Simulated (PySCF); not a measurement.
C₃H₈OSi₂, SMILES [SiH2](O)C#CC[SiH3]. Atoms are numbered in the order given.

```xyz
14

O      2.7652     1.0078     0.9706
Si     2.4624    -0.3768     0.0896
C      0.6677    -0.6143    -0.1821
C     -0.5306    -0.7639    -0.3663
C     -1.9626    -0.8833    -0.5616
Si    -2.8719     0.7281    -0.0863
H      2.3307     1.8137     0.6673
H      3.0150    -1.4933     0.8939
H      3.1213    -0.3344    -1.2481
H     -2.3739    -1.7069     0.0486
H     -2.1975    -1.1177    -1.6150
H     -2.6244     1.0351     1.3491
H     -4.3346     0.5443    -0.3152
H     -2.3719     1.8470    -0.9321
```

Geometry: B3LYP-D3(BJ)/def2-SVP. The structure was generated by enumeration, and PubChem lists no compound with its InChIKey, so it may never have been made. One conformer was computed; it need not be the lowest.

Level of theory: TDDFT-PBE/def2-SVPD (PySCF).

Vertical excitations. 

Computed lowest excited states:
```tsv
state	energy (eV)	λ (nm)	f	main pairs
S1	5.34	232	0.002	HOMO−1→LUMO 92 %
S2	5.50	225	0.096	HOMO→LUMO 73 %, HOMO−1→LUMO+1 18 %
S3	5.77	215	0.001	HOMO→LUMO+1 96 %
S4	5.97	208	0.000	HOMO→LUMO+2 97 %
S5	6.06	205	0.000	HOMO−1→LUMO+2 92 %
S6	6.07	204	0.002	HOMO−2→LUMO 91 %
S7	6.46	192	0.106	HOMO→LUMO+3 49 %, HOMO−1→LUMO+1 26 %, HOMO−2→LUMO+1 13 %
S8	6.52	190	0.025	HOMO−1→LUMO+3 74 %, HOMO→LUMO+3 16 %
S9	6.58	189	0.080	HOMO−2→LUMO+1 49 %, HOMO−1→LUMO+3 24 %, HOMO→LUMO+3 21 %
S10	6.70	185	0.026	HOMO→LUMO+4 85 %
T1	4.61	269	0	HOMO→LUMO 82 %
T2	4.96	250	0	HOMO−1→LUMO 76 %, HOMO→LUMO+1 20 %
T3	5.09	244	0	HOMO−1→LUMO+1 82 %
T4	5.50	225	0	HOMO→LUMO+1 71 %, HOMO−1→LUMO 22 %
```
Triplets are in the Tamm–Dancoff approximation, which puts them higher than full response would, so one can lie above its singlet here.
